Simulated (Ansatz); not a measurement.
Molecule: SiBr, charge 0, multiplicity 2. SMILES: [Si]Br
Geometry from a B3LYP-D3(BJ)/def2-TZVP (Ansatz, a quantum-chemistry and plane-wave program) optimisation:
```xyz
2

Si     0.0000     0.0000    -1.6088
Br     0.0000     0.0000     0.6435
```
Charge 0, spin multiplicity 2.

Wanted: vertical electron affinity to the triplet, in eV. Conventions: open shells spin-unrestricted; LANL2DZ with its own core potentials from Na on; six Cartesian d functions in 6-31G* and its kin unless marked 5d; each state is the SCF solution reached for its charge and spin; non-relativistic; no spin-orbit coupling. First-principles rows: single points at B3LYP-D3(BJ) geometries (Ansatz). Anions need diffuse functions, which STO-3G, LANL2DZ, def2-SVP, cc-pVDZ and Pople sets without + lack.

| level | program | vertical electron affinity to the triplet (eV) |
|---|---|---|
| B3LYP/STO-3G | Ansatz | -4.56 |
| B3LYP/3-21G | Ansatz | 0.92 |
| B3LYP/6-31G* | Ansatz | 1.05 |
| B3LYP/6-31G* with LANL2DZ past Ar | Ansatz | 1.03 |
| B3LYP/def2-TZVPD | Ansatz | 1.18 |

No value to compare with is used here. The 4 habitual levels span -4.56 (B3LYP/STO-3G) to 1.05 eV (B3LYP/6-31G*); B3LYP/def2-TZVPD gives 1.18.

The sets are all those run for this method; runs whose electronic state is in doubt are left out.
